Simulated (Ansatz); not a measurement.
Basis-set extrapolation for CH₆N₂OSSi (`N=C(S)N[SiH2]O`) (PBE0-D4/def2-TZVP geometry, frozen core, the Gaussian-basis code of Ansatz). Multiplicity 1, RHF reference.

```csv
,def2-TZVPP,def2-QZVPP
HF,-911.777511,-911.808880
MP2 correlation,-1.106679,-1.191177
CCSD(T) correlation,-1.197617,not run
```

Energies in hartree. Use E(X) = E(∞) + A·exp(−7.88·√X) for Hartree–Fock and E(X) = E(∞) + B·X^(−2.97) for correlation, with X = 3 and 4, and add CCSD(T) minus MP2 of the smaller set to the MP2 limit.

Problem. What is the CCSD(T) energy at the basis-set limit?

Solution. HF limit: -911.808880 + (-0.031369) × 0.13774 = -911.81320. MP2 limit: -1.191177 + (-0.084498) × 0.74074 = -1.25377. Higher-order term: -1.197617 − (-1.106679) = -0.09094. Total: -913.15791 hartree, 479.9 kJ/mol below CCSD(T)/def2-TZVPP.
